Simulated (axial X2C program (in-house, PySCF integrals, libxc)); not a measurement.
## Which molecule has these constants?

Computed with an in-house all-electron X2C program for linear molecules (integrals from PySCF), spin-free (one-electron X2C) or two-component (2c: spin–orbit coupling with atomic mean-field Coulomb and Gaunt terms, which also bring small scalar terms), in Dyall basis sets with cores contracted in-house; open shells are unrestricted.

A two-component PBE0 calculation in a Dyall 3-zeta basis gave Re = 1.523 Å, ωe = 1662.7 cm⁻¹, Ω = 3.

Question: Which molecule is it?
A. ZnH⁻
B. CoH⁻
C. ScH⁻
D. KH⁻
E. NiH⁻

Answer: E. The others have ScH⁻ 1.930 Å and 1255.8 cm⁻¹ (Ω = 3/2); CoH⁻ 1.586 Å and 1558.2 cm⁻¹ (Ω = 9/2); KH⁻ 2.366 Å and 797.1 cm⁻¹ (Ω = 1/2); ZnH⁻ 1.761 Å and 1064.7 cm⁻¹ (Ω = 0).

Each entry is the lowest single determinant of a limited PBE0 search at one distance. De goes to single-determinant-based atoms at the same level (for ions the charge split of lowest energy) and is withheld (n/a) where an atom does not fit its ground term or J level. Main or longest-lived isotopes. One determinant is a doubtful description, or other states lie close, for NiH⁻, ScH⁻, CoH⁻, KH⁻; these need not be ground states, and all values refer to the states named. With several unpaired electrons the Ω given is that of one determinant, not necessarily of the lowest component. Some light 2c atoms are not at their ground J level, so De misses part of their lowering (0.04 eV or less). The functionals have no current term, which raises determinants with orbital currents.
